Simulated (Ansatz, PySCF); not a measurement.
The pair A = C2H4 (SMILES C=C) (first 6 atoms), B = CH3Cl (SMILES CCl); geometry from B3LYP-D3(BJ)/def2-TZVP.
(charge 0, multiplicity 1):
| atom | x (Å) | y (Å) | z (Å) |
|---|---|---|---|
| C | 0.5416 | -0.4751 | 0.2144 |
| C | -0.3964 | 0.4608 | 0.2252 |
| H | 0.5383 | -1.2831 | 0.9362 |
| H | 1.3418 | -0.4728 | -0.5161 |
| H | -0.4037 | 1.2695 | -0.4960 |
| H | -1.1958 | 0.4479 | 0.9563 |
| C | 0.4929 | 0.3685 | 3.9151 |
| Cl | -0.7665 | -0.8992 | 3.7313 |
| H | 0.0610 | 1.1975 | 4.4677 |
| H | 1.3283 | -0.0603 | 4.4603 |
| H | 0.7986 | 0.6827 | 2.9220 |

Correlated levels freeze the cores. CBS: X⁻³ extrapolation of the correlation energy, Hartree–Fock from the larger set. MP2 and its Hartree–Fock in aug-cc-pV(T+d)Z are density fitted.

Run with Ansatz (Gaussian basis) for Hartree–Fock, density functionals and correlated methods; PySCF for the dispersion terms. Each number belongs to the level named beside it.

The monomers are drawn apart, rigid, along the line of their centres of mass. Counterpoise-corrected interaction energies (kcal/mol):

```csv
level,R = 4.813 Å,R = 5.996 Å
PBE/def2-TZVPPD,-0.5313,-0.1510
PBE-D3(BJ)/def2-TZVPPD,-0.9418,-0.2669
wB97M-V/def2-TZVPPD,-0.7845,-0.2507
"MP2/CBS(aug-cc-pV(D+d)Z, aug-cc-pV(T+d)Z) + ΔCCSD(T)/aug-cc-pV(D+d)Z",-0.7786,-0.2384
```

R is the distance of the centres of mass. Find the local exponent m of E ∝ R⁻ᵐ between the two points.


m = ln(E₁/E₂)/ln(R₂/R₁): PBE/def2-TZVPPD 5.7; PBE-D3(BJ)/def2-TZVPPD 5.7; wB97M-V/def2-TZVPPD 5.2; MP2/CBS(aug-cc-pV(D+d)Z, aug-cc-pV(T+d)Z) + ΔCCSD(T)/aug-cc-pV(D+d)Z 5.4. For scale, two fixed dipoles give m = 3, dipole and quadrupole 4, quadrupoles 5, and dispersion or dipole-induced dipole 6 at long range; at these distances several terms mix, and what is left of overlap and damping shifts m, so it need not match one of them.

Ansatz is an electronic-structure program.
